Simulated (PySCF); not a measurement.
**Dipole polarisabilities along the 3d series, charge +2**

Calculated with PySCF 2.14 for the ground configurations, without spin-orbit coupling: coupled response for Hartree-Fock and DFT. Mean α in bohr³, C₆ of like pairs in atomic units.

| species | α UHF | α PBE | α PBE0 | C₆ UHF | C₆ PBE | C₆ PBE0 |
| --- | --- | --- | --- | --- | --- | --- |
| Sc²⁺ [Ar] 3d1 (aug-cc-pVQZ-DK, spin-free X2C) | 4.449 | 5.206 | 4.876 | 13.34 | 15.12 | 14.35 |
| Ti²⁺ [Ar] 3d2 (aug-cc-pVQZ-DK, spin-free X2C) | 4.303 | 5.303 | 4.907 | 13.06 | 15.80 | 14.72 |
| V²⁺ [Ar] 3d3 (aug-cc-pVQZ-DK, spin-free X2C) | 3.997 | 5.014 | 4.624 | 12.08 | 15.08 | 13.94 |
| Cr²⁺ [Ar] 3d4 (aug-cc-pVQZ-DK, spin-free X2C) | 3.659 | 4.646 | 4.274 | 10.90 | 13.91 | 12.78 |
| Mn²⁺ [Ar] 3d5 (aug-cc-pVQZ, non-relativistic) | 3.194 | 4.100 | 3.766 | 9.313 | 12.10 | 11.08 |
| Fe²⁺ [Ar] 3d6 (aug-cc-pVQZ-DK, spin-free X2C) | 3.174 | 4.079 | 3.748 | 9.056 | 11.87 | 10.85 |
| Co²⁺ [Ar] 3d7 (aug-cc-pVQZ, non-relativistic) | 2.851 | 3.687 | 3.388 | 7.959 | 10.53 | 9.606 |
| Zn²⁺ [Ar] 3d10 (aug-cc-pVQZ-DK, spin-free X2C) | 2.289 | 2.997 | 2.753 | 5.982 | 8.107 | 7.371 |

Problem. Fill in the row of Cu²⁺ [Ar] 3d9 (aug-cc-pVQZ-PP with ECP10MDF, ECP).

Solution. α UHF 2.464; α PBE 3.152; α PBE0 2.909; C₆ UHF 6.504; C₆ PBE 8.532; C₆ PBE0 7.814.
